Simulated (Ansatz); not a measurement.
Al4B2. Total charge 0; singlet. Geometry B3LYP-D4/def2-SVP.

```xyz
6

B     0.1545   -0.2550   -0.2707
B    -0.7321    0.5513    0.7126
Al    2.0438    0.5663   -0.6425
Al    0.5956    2.0785    1.0938
Al   -2.2814   -0.9030    0.5607
Al    0.2196   -2.0381   -1.4539
```

The structure comes from a short search, and lower isomers may exist.

(1) Estimate the orbital energies around the gap (eV) in Ansatz with PBE-D4/def2-SVP, PBE-D4/def2-TZVP, PBE-D4/def2-TZVPD, r2SCAN-D4/def2-TZVP, PBE0-D4/def2-TZVPD.

Results:

(1) 
```csv
orbital,PBE-D4/def2-SVP,PBE-D4/def2-TZVP,PBE-D4/def2-TZVPD,r2SCAN-D4/def2-TZVP,PBE0-D4/def2-TZVPD
HOMO−9,-69.21,-69.02,-69.04,-70.90,-73.85
HOMO−8,-13.21,-13.22,-13.23,-14.01,-15.20
HOMO−7,-9.83,-9.79,-9.80,-10.26,-11.25
HOMO−6,-9.74,-9.68,-9.69,-10.09,-11.05
HOMO−5,-7.27,-7.25,-7.26,-7.51,-8.34
HOMO−4,-6.99,-6.97,-6.98,-7.14,-7.88
HOMO−3,-5.81,-5.77,-5.77,-5.98,-6.51
HOMO−2,-5.59,-5.54,-5.55,-5.76,-6.32
HOMO−1,-4.97,-4.95,-4.96,-5.10,-5.68
HOMO,-4.85,-4.80,-4.81,-4.96,-5.53
LUMO,-3.50,-3.44,-3.45,-3.49,-2.96
LUMO+1,-3.08,-3.05,-3.06,-3.03,-2.47
LUMO+2,-3.04,-2.99,-3.00,-2.98,-2.41
LUMO+3,-3.01,-2.99,-3.00,-2.96,-2.37
LUMO+4,-1.77,-1.74,-1.77,-1.62,-1.13
LUMO+5,-1.56,-1.57,-1.59,-1.41,-0.85
```
